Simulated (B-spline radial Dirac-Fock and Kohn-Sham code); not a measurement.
**Core-level shifts of terbium with charge state**

Method: Dirac-Fock (average of configuration) total-energy differences with a finite nucleus, the Breit interaction including its frequency dependence, and self-energy and vacuum-polarisation corrections. Computed with a radial atomic solver. Each ion is free and in its tabulated ground configuration. No correlation.

Reference: Tb²⁸⁺, [Kr] 4d1, with K (1s) 53002.9 eV, L1 (2s) 9722.1 eV, M2 (3p1/2) 2743.3 eV, M4 (3d3/2) 2250.8 eV, M5 (3d5/2) 2216.9 eV. Shifts from it, in eV (a dash: the subshell is empty, belongs to an open shell averaged over j, or its hole state is left out as unreliable):

| ion | configuration | K (1s) | L1 (2s) | M2 (3p1/2) | M4 (3d3/2) | M5 (3d5/2) |
| --- | --- | --- | --- | --- | --- | --- |
| Tb²⁹⁺ | [Ar] 3d10 4s2 4p6 | +61.9 | +61.2 | +56.0 | +56.3 | +56.2 |
| Tb³⁰⁺ | [Ar] 3d10 4s2 4p5 | +129.1 | +123.4 | +112.1 | +113.5 | +113.2 |
| Tb³¹⁺ | [Ar] 3d10 4s2 4p4 | +197.4 | +186.5 | +169.0 | +171.4 | +171.0 |
| Tb³²⁺ | [Ar] 3d10 4s2 4p3 | +266.7 | +250.5 | – | +230.0 | +229.5 |
| Tb³³⁺ | [Ar] 3d10 4s2 4p2 | +337.2 | +315.3 | +284.5 | +289.3 | +288.6 |
| Tb³⁴⁺ | [Ar] 3d10 4s2 4p1 | +408.7 | +381.1 | +343.3 | +349.3 | +348.5 |
| Tb³⁵⁺ | [Ar] 3d10 4s2 | ? | ? | ? | ? | ? |
| Tb³⁶⁺ | [Ar] 3d10 4s1 | +553.0 | +513.4 | +463.9 | +472.1 | +471.0 |
| Tb³⁷⁺ | [Ar] 3d10 | +627.8 | +581.6 | +525.5 | +534.8 | +533.5 |
| Tb³⁸⁺ | [Ar] 3d9 | +762.7 | +712.4 | +625.6 | – | – |

Question: Give the missing shifts for Tb³⁵⁺.

Answer: K (1s) +481.2, L1 (2s) +447.7, M2 (3p1/2) +402.8, M4 (3d3/2) +410.0, M5 (3d5/2) +409.1 (eV).
